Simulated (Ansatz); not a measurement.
Geometry optimisation, RKS B3LYP/6-31G* in Ansatz.

Input file:

```yaml
crystal:
  periodic: [false, false, false]
  atoms:
    - { symbol: Al, position_ang: [-0.032283, 0.568534, -0.219274] }
    - { symbol: O, position_ang: [-0.196712, -0.242036, 2.627269] }
    - { symbol: H, position_ang: [-1.155016, -0.389774, 2.684066] }
    - { symbol: O, position_ang: [1.509795, 0.036683, -0.722669] }
    - { symbol: H, position_ang: [1.697066, -0.859462, -1.024827] }
    - { symbol: O, position_ang: [-1.564488, -0.073103, -0.612246] }
    - { symbol: H, position_ang: [-1.665306, -0.898099, -1.101723] }
    - { symbol: S, position_ang: [-0.049502, 2.571612, 0.795464] }
    - { symbol: H, position_ang: [1.296407, 2.6148, 0.869993] }
    - { symbol: H, position_ang: [-0.117662, 0.744346, 2.648445] }
basis:
  gaussian: { orbitals: "6-31G*" }
hamiltonian:
  xc: b3lyp
relax:
  f_tol: 0.03
  max_steps: 50
```

Command:

```bash
$ ansatz run input.yaml --threads 2 --pin off --max-ram 3072MiB --backend cpu --events-out ev --progress --plain --runs-dir out
```

**Question.** Where does it end, and by what steps?

**Answer.** The forces met the threshold. After 14 steps the energy has fallen by 0.751 eV; H3 moved furthest, 0.71 Å. Joined: Al1–O2 (2.96 → 2.00 Å).

```tsv
step	energy less start (eV)	largest force component (eV/Å)	accepted
0	0.0000	0.714	yes
1	-0.1109	1.296	yes
2	-0.3468	1.328	yes
3	-0.5369	0.618	yes
4	-0.6059	0.519	yes
5	-0.6485	0.469	yes
6	-0.6013	2.556	no
7	-0.6879	0.293	yes
8	-0.7207	0.281	yes
9	-0.7428	0.159	yes
10	-0.6922	1.090	no
11	-0.7469	0.456	yes
12	-0.7402	0.846	no
13	-0.7502	0.169	yes
14	-0.7514	0.027	yes
```

```xyz
10
Properties=species:S:1:pos:R:3
Al 0.032 0.467 0.222
O -0.154 -0.244 2.081
H -1.050 -0.633 2.022
O 1.544 0.001 -0.453
H 1.719 -0.931 -0.635
O -1.465 -0.360 -0.115
H -1.885 -0.281 -0.979
S -0.067 2.659 0.657
H 1.253 2.874 0.464
H -0.206 0.524 2.680
```

Whether the end is a true minimum wasn't checked by a vibrational analysis.

Time of the run: 78 s on 2 threads of Intel(R) Xeon(R) Platinum 8175M CPU @ 2.50GHz (Skylake/Cascade Lake) (shared host), peak memory 0.22 GiB.
